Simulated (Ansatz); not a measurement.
A nudged elastic band was laid between two geometries of CH₅BFNS (10 atoms, charge 0, multiplicity 1).

Theory: RKS LDA/6-31G* (Ansatz 0.2.0).

| Item | Value |
| --- | --- |
| movable images | 7 |
| climbing image | yes |
| spring | 5.0 eV/Å² |
| optimiser | quadratic models (default) |
| start path | IDPP |
| force threshold | 0.03 eV/Å |
| iteration limit | 60 |
| end points | relaxed |

Initial state:

```xyz
10
Properties=species:S:1:pos:R:3
B 0.087 1.289 1.047
N 0.215 -0.074 0.803
C 0.046 -0.797 -0.409
F -0.911 -1.763 -0.221
S -0.424 0.324 -1.758
H 0.262 1.680 2.174
H -0.176 2.031 0.132
H 0.437 -0.708 1.578
H 0.978 -1.330 -0.688
H -0.432 -0.704 -2.654
```

Final state:

```xyz
10
Properties=species:S:1:pos:R:3
B -0.075 1.223 0.874
N 0.179 -0.132 0.686
C 0.366 -0.918 -0.493
F -0.337 -2.084 -0.304
S -0.100 -0.105 -2.028
H -0.178 1.603 2.015
H -0.179 1.957 -0.075
H 0.274 -0.732 1.514
H 1.433 -1.195 -0.632
H -1.302 0.333 -1.554
```

Question: What changes between the two ends?

Answer: No bond is made or broken. The dihedral F4–C3–S5–H10 goes from -61 to 74°.

Question: Give the energies along the band, and the barrier.

Answer: The forces met the threshold. The highest image is number 4 of 0 to 8, 0.145 eV above the first end and 0.141 eV above the last; the last end lies 0.004 eV above the first. A vibrational analysis at the climbing image gives one clearly imaginary mode, 287i cm⁻¹: a first-order saddle point.

```csv
image,path coordinate (Å),energy (eV),dihedral F4–C3–S5–H10 (°)
0,0.00,0.000,-61
1,0.30,0.014,-48
2,0.59,0.063,-32
3,0.89,0.121,-15
4,1.18,0.145,3
5,1.53,0.118,23
6,1.87,0.066,41
7,2.22,0.022,58
8,2.56,0.004,74
```

Question: What is the geometry of the highest image?

Answer: 
```xyz
10
Properties=species:S:1:pos:R:3
B -0.151 1.263 1.035
N 0.147 -0.072 0.769
C 0.354 -0.770 -0.454
F -0.447 -1.883 -0.465
S -0.006 0.239 -1.939
H -0.241 1.575 2.197
H -0.285 2.043 0.128
H 0.305 -0.702 1.565
H 1.402 -1.126 -0.526
H -0.995 -0.618 -2.308
```

Question: What are the harmonic wavenumbers there?

Answer: 287i, 58, 258, 334, 360, 456, 577, 736, 783, 860, 900, 946, 1045, 1109, 1170, 1254, 1290, 1338, 1497, 2566, 2630, 2668, 2968, 3439 cm⁻¹.

Time of the run: 120 s on 1 thread of Intel(R) Xeon(R) Processor @ 2.70GHz, on a shared host, peak memory 0.18 GiB.
